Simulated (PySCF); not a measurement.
**Radial density of Fe (iron, neutral)**

B97-3, [Ar] 3d7 4s1, high-spin 5F determinant (an excited configuration). All numbers are calculated (PySCF 2.14, the spin-free X2C one-electron Hamiltonian (Gaussian nucleus), in x2c-QZVPPall (11s7p5d4f2g, 103 functions)).

```tsv
r (bohr)	4πr²ρ (e/bohr)	4πr²(ρα − ρβ)
0.000818	0.1405	0.0000
0.00138	0.3624	0.0001
0.00231	0.9169	0.0002
0.00389	2.253	0.0006
0.00655	5.266	0.0014
0.0110	11.27	0.0029
0.0185	20.78	0.0051
0.0311	29.90	0.0058
0.0524	29.80	0.0016
0.0881	24.25	0.0043
0.148	32.15	0.0857
0.249	29.45	0.4677
0.419	13.07	1.6185
0.705	16.86	2.6215
1.19	8.133	1.7122
2.00	1.820	0.8026
3.36	0.5093	0.3396
5.65	0.06121	0.0450
9.50	0.0007047	0.0006
```

Densities and radii are taken from the X2C orbitals without a picture-change correction, which distorts them close to the nucleus.
